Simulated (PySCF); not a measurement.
Species: C4H3O5S (charge -1).
SMILES with atom numbers: `[O:1]=[S:2](=[O:3])([OH:4])[c:5]1[cH:6][cH:7][c:8]([O-:9])[o:10]1` (hydrogens: H11 on O4; H12 on C6; H13 on C7)

Geometry (GFN2-xTB, Å), atoms numbered from 1 in this order:
```
atom  x, y, z in Å
O1    -2.2304   -0.0229    1.9221
S2    -1.9248    0.0571    0.5161
O3    -2.7570   -0.7635   -0.3268
O4    -2.1068    1.5970    0.0520
C5    -0.2300   -0.1683    0.1934
C6     0.6416   -1.2074    0.3283
C7     1.8945   -0.7627   -0.1086
C8     1.7724    0.5742   -0.5156
O9     2.5567    1.4024   -0.9683
O10    0.4124    0.9391   -0.3170
H11   -1.2226    1.8593   -0.2377
H12    0.3831   -2.1789    0.7050
H13    2.8064   -1.3247   -0.1390
```

Structure optimised with GFN2-xTB, isolated species.

Masses are those of the commonest isotopes; rigid-rotor values at the optimised geometry. The values belong to one conformer with, in the numbering `[O:1]=[S:2](=[O:3])([OH:4])[c:5]1[cH:6][cH:7][c:8]([O-:9])[o:10]1`, O1–S2–O4–H 118°, O1–S2–C5–C6 66°.

(1) What are A, B and C (cm⁻¹)?

(2) Classify the top.

(3) Is it planar, by Δ = Ic − Ia − Ib?

(4) Give the other two planar moments, Paa and Pbb, and the rms extents of the mass along the axes.

(5) List the rotational levels J(Ka,Kc) to J = 3 (MHz).

## Answers

(1) Ia = 179.44, Ib = 642.62, Ic = 727.95 u·Å²; 505379 MHz·u·Å²/I gives 2816, 786.4 and 694.3 MHz, that is A = 0.09395, B = 0.02623, C = 0.02316 cm⁻¹.

(2) A near-prolate asymmetric top; Ray's κ = -0.913.

(3) Not planar: Δ = Ic − Ia − Ib = -94.10 u·Å². For a rigid frame Δ = −2 Σ m c², so Σ m c² = 47.05 u·Å² lies off the ab plane: 0.00 from hydrogen and 47.05 from heavier atoms. The atom farthest from that plane is 1.21 Å away.

(4) Paa = Σ m a² = (Ib + Ic − Ia)/2 = 595.56 and Pbb = Σ m b² = (Ia + Ic − Ib)/2 = 132.38 u·Å². With the mass M = 162.97 u, the rms extents √(P/M) along a, b and c are 1.91, 0.90, 0.54 Å.

(5) Above 0(0,0):
J = 1: 1(0,1) 1481, 1(1,1) 3511, 1(1,0) 3603
J = 2: 2(0,2) 4439, 2(1,2) 6380, 2(1,1) 6656, 2(2,1) 12747, 2(2,0) 12750
J = 3: 3(0,3) 8869, 3(1,3) 10682, 3(1,2) 11235, 3(2,2) 17189, 3(2,1) 17204, 3(3,1) 27571, 3(3,0) 27571

Stationary, but not proved a minimum. Constants of a rigid frame at the computed geometry: no zero-point averaging, no centrifugal distortion.
